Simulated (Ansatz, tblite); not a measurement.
Removing and adding an electron: Li18 (the lowest singlet isomer of a short search). The state is a singlet with charge 0. Geometry: PBE0/def2-SVP. Ansatz, gas phase; energy differences of separate SCF runs; the oxidised species was run as a doublet alone; the reduced species was run as a doublet alone.

```
atom   x (Å)   y (Å)   z (Å)
 Li1   0.177  -0.251  -1.516
 Li2  -3.790  -0.900   1.272
 Li3   1.040  -0.152   1.135
 Li4   0.011   0.924  -3.917
 Li5  -1.034  -0.328   3.138
 Li6  -1.017  -2.245   0.416
 Li7   1.861  -2.142   2.725
 Li8  -0.064  -2.359  -3.140
 Li9   3.698  -0.230   0.662
Li10  -1.312   2.441  -1.400
Li11   2.289   1.181   3.094
Li12  -1.611   0.510   0.510
Li13   2.605  -0.358  -2.688
Li14  -2.685  -0.494  -1.884
Li15  -0.304   2.562   1.746
Li16   1.763   1.916  -0.646
Li17  -3.486   2.370   1.007
Li18   1.857  -2.443  -0.512
```

The xTB rows come from tblite. HOMO above LUMO, or a gap near zero within one spin, warns that the state may not be the lowest or that an electron is smeared out. The structure comes from a short search, and lower isomers may exist.

```json
{"level": "GFN2-xTB", "−HOMO (eV)": "5.82", "vertical IE (eV)": "7.29", "−LUMO (eV)": "4.79", "vertical EA (eV)": "3.22", "HOMO–LUMO gap (eV)": "1.03", "IE − EA (eV)": "4.07", "remarks": "–"}
{"level": "PBE0/def2-TZVP", "−HOMO (eV)": "3.31", "vertical IE (eV)": "4.14", "−LUMO (eV)": "1.85", "vertical EA (eV)": "–", "HOMO–LUMO gap (eV)": "1.46", "IE − EA (eV)": "–", "remarks": "restricted SCF unstable in HF (singlet), spin-contaminated (⟨S²⟩ 0.83) (+1 doublet)"}
{"level": "PBE0/def2-TZVPD", "−HOMO (eV)": "3.31", "vertical IE (eV)": "–", "−LUMO (eV)": "1.85", "vertical EA (eV)": "1.14", "HOMO–LUMO gap (eV)": "1.46", "IE − EA (eV)": "–", "remarks": "restricted SCF unstable in HF (singlet)"}
{"level": "r2SCAN0/def2-TZVPD", "−HOMO (eV)": "3.29", "vertical IE (eV)": "–", "−LUMO (eV)": "1.83", "vertical EA (eV)": "1.19", "HOMO–LUMO gap (eV)": "1.47", "IE − EA (eV)": "–", "remarks": "restricted SCF unstable in HF (singlet), spin-contaminated (⟨S²⟩ 0.83) (-1 doublet)"}
```

Q: Estimate the rows for GFN1-xTB, PBE/def2-TZVP, PBE/def2-TZVPD.

A: 
```csv
level,−HOMO (eV),vertical IE (eV),−LUMO (eV),vertical EA (eV),HOMO–LUMO gap (eV),IE − EA (eV),remarks
GFN1-xTB,10.63,11.98,8.97,7.59,1.66,4.38,–
PBE/def2-TZVP,2.91,4.17,2.32,–,0.60,–,"gap within one spin near zero (+1 doublet), restricted SCF unstable in HF (singlet)"
PBE/def2-TZVPD,2.91,–,2.31,1.21,0.60,–,restricted SCF unstable in HF (singlet)
```

Relaxing the reduced species (PBE0/def2-SVPD) changes its energy by -0.06 eV at PBE0/def2-TZVPD, so the adiabatic electron affinity to this nearest minimum is 1.19 eV. At PBE/def2-TZVPD it is 1.26 eV.  Run but left out: r2SCAN0/def2-TZVP (charge +1 doublet: ⟨S²⟩ 1.16, where a pure state has 0.75).   Raw xTB energy differences between charge states are shifted by several eV; the methods need an empirical correction for them.
